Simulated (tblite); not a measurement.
Input of a run (GFN2-xTB geometry optimisation, gas phase (tblite 0.8.0)), started from a force field or distance geometry:
```
{"job": {"kind": "relax", "xc": "GFN2-xTB", "basis": "xTB"}, "charge": 0, "multiplicity": 2}
C     -0.401200     3.197500     0.055600
O      0.105700     1.907900     0.026500
C     -0.615200     0.725100    -0.023300
N     -1.958400     0.557300    -0.090000
C     -2.215500    -0.790400    -0.124300
F     -3.460400    -1.337800    -0.197000
O     -1.044400    -1.394100    -0.110700
C     -0.053400    -0.526600    -0.039800
O      1.314500    -0.756600     0.000900
C      1.937900    -1.996200    -0.010200
H     -0.236200     3.582200     1.102400
H      0.196800     3.804200    -0.669100
H      1.986500    -2.471000    -1.020100
H      2.990600    -1.816700     0.368500
H      1.448400    -2.676700     0.708600
```

Output (eV, eV/Å):
```
step      E/eV     max force
  0    -897.12051    4.506
  1    -897.70350    2.178
  2    -897.87837    1.201
  3    -898.00773    0.744
  4    -898.05044    0.689
  5    -898.08715    0.668
  6    -898.12904    0.669
  7    -898.16589    0.760
  8    -898.19401    0.641
  9    -898.21978    0.449
 10    -898.25421    0.552
 11    -898.30980    0.641
 12    -898.35483    0.702
 13    -898.38431    0.592
 14    -898.41521    0.766
 15    -898.45512    0.594
 16    -898.49980    0.572
 17    -898.56139    0.651
 18    -898.57996    0.368
 19    -898.60345    0.334
 20    -898.63293    0.323
 21    -898.64625    0.304
 22    -898.66112    0.299
 23    -898.66973    0.252
 24    -898.67917    0.214
 25    -898.68772    0.166
 26    -898.69249    0.137
 27    -898.69537    0.147
 28    -898.69792    0.150
 29    -898.70100    0.142
 30    -898.70509    0.156
 31    -898.71107    0.178
 32    -898.71937    0.234
 33    -898.72912    0.279
 34    -898.73869    0.258
 35    -898.74799    0.248
 36    -898.75524    0.270
 37    -898.75894    0.260
 38    -898.76144    0.399
 39    -898.76518    0.168
 40    -898.76663    0.142
 41    -898.76933    0.136
 42    -898.77104    0.115
 43    -898.77349    0.114
 44    -898.77582    0.108
 45    -898.77877    0.119
 46    -898.78244    0.178
 47    -898.78628    0.188
 48    -898.78912    0.164
 49    -898.79087    0.110
 50    -898.79190    0.077
 51    -898.79270    0.080
 52    -898.79370    0.081
 53    -898.79469    0.069
 54    -898.79573    0.079
 55    -898.79689    0.084
 56    -898.79799    0.063
 57    -898.79866    0.051
 58    -898.79900    0.038
 59    -898.79926    0.043
 60    -898.79952    0.038
 61    -898.79980    0.044
 62    -898.80015    0.054
 63    -898.80065    0.081
 64    -898.80135    0.084
 65    -898.80214    0.059
 66    -898.80253    0.035
 67    -898.80274    0.044
 68    -898.80291    0.033
 69    -898.80311    0.031
 70    -898.80328    0.028
 71    -898.80340    0.025
 72    -898.80347    0.025
 73    -898.80356    0.024
 74    -898.80366    0.020
 75    -898.80378    0.028
 76    -898.80389    0.026
 77    -898.80399    0.027
 78    -898.80410    0.021
 79    -898.80421    0.025
 80    -898.80433    0.028
 81    -898.80444    0.024
 82    -898.80454    0.028
 83    -898.80465    0.025
 84    -898.80477    0.026
 85    -898.80489    0.024
 86    -898.80500    0.022
 87    -898.80508    0.020
 88    -898.80513    0.015
 89    -898.80517    0.011
 90    -898.80519    0.012
 91    -898.80520    0.006
```

Problem. Summarise the run.

Solution. The energy falls by 162.5 kJ/mol over 91 L-BFGS steps, the largest force on an atom goes from 4.51 to 0.006 eV/Å, and the atoms move by 0.593 Å rms after alignment. The bond that changes most is N4–C5 (ends: nitrogen bonded to 2 C; carbon bonded to F, N and O), which shortens by 0.093 Å. Bonds longer at the end by more than 0.005 Å: 5 of 15; shorter: 10. Among the angles that change most is H11–C1–H12, from 109.8° to 125.2°. Among the dihedrals that turn most is H11–C1–O2–C3, from 107° to -2°. The energy never rose by more than 1e-5 eV on the way. The first step brought 35 % of the lowering.

Problem. What are the final bond lengths?

Solution. C1–O2 1.351 Å, O2–C3 1.325 Å, C3–N4 1.381 Å, N4–C5 1.280 Å, C5–F6 1.310 Å, C5–O7 1.339 Å, O7–C8 1.368 Å, C8–O9 1.337 Å, O9–C10 1.417 Å, C3–C8 1.382 Å, C1–H11 1.070 Å, C1–H12 1.068 Å, C10–H13 1.093 Å, C10–H14 1.087 Å, C10–H15 1.093 Å. Numbering counts from 1 in the input's order; the species is `[CH2]OC1=C(OC)OC(F)=N1` [radical].

On an Arm Neoverse V2 with one thread, no GPU (shared host), this took 0.48 s wall.

Its GFN2-xTB frequencies are all real (lowest 31 cm⁻¹). 2 starts were optimised and ended at 0.00 and 0.69 kcal/mol (GFN2-xTB); the lowest of these is shown.

One conformer stands for the species.

The numbers are calculated, not measured.
